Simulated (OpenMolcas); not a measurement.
# V4+: moving the ligands

V4+ with 6 ligands (chloride) in octahedral coordination (Oh) at 2.34 Å. A charge of +0.333 e stands 3.2 Å behind each ligand. Ligand basis ANO-RCC-VDZP.
```
V     0.0000    0.0000    0.0000
Cl    2.3400    0.0000    0.0000
Cl    0.0000    2.3400    0.0000
Cl   -2.3400    0.0000    0.0000
Cl    0.0000   -2.3400    0.0000
Cl    0.0000    0.0000    2.3400
Cl    0.0000    0.0000   -2.3400
```

```json
{"Program": "OpenMolcas", "Method": "CASSCF", "Basis": "ANO-RCC-VTZP [6s5p3d2f1g]", "Scalar Hamiltonian": "DKH2, point nucleus", "Active space": "1 electron in 5 orbitals (3d)", "State averaging": "2S+1 = 2 even, 5 roots", "Spin-orbit coupling": "RASSI with atomic mean-field integrals over the reference wave functions"}
```

Runs around this geometry, states (labels of O, the rotations of Oh). Energies in cm-1 above the lowest state or level, χT in cm3 K/mol; under a threefold ground state the first gap can be a small split of the lowest multiplet, not the spin-orbit step; 10Dq is the gap between the two states.

```
R (Å)  Ground state  First state of that spin   10Dq  First gap with spin-orbit (degeneracies)  χT at 300 K
 2.18           2T2                  2E 20922  20922                              321.3 (4, 2)        0.372
 2.34           2T2                  2E 15764  15764                              324.7 (4, 2)        0.374
 2.43           2T2                  2E 13689  13689                              325.1 (4, 2)        0.375
```

Taking |10Dq| as R^-n, n = -ln(13689 / 20922) / ln(2.43 / 2.18) = 3.9 between the shortest and longest distance. The point-charge formula for a cubic d site gives n = 5.

An orbital triplet at a regular site is open to Jahn-Teller coupling, which can distort the site and quench the lowest spin-orbit gaps and is left out. Ligand-to-metal charge-transfer states are missing. With metal d orbitals alone and no dynamic correlation the field as a rule comes out too small, by tens of per cent, by up to half for chloride and softer ligands. The least metal-like active orbital is 74 % on the metal (Löwdin) and no ligand orbital is active, so the numbers are rough (holds for R = 2.18). The least metal-like active orbital is 76 % on the metal (Löwdin) and no ligand orbital is active, so the numbers are rough (holds for R = 2.34; R = 2.43). No measured value stands beside these numbers; the geometry was imposed, not optimised, and the real ion may take another.
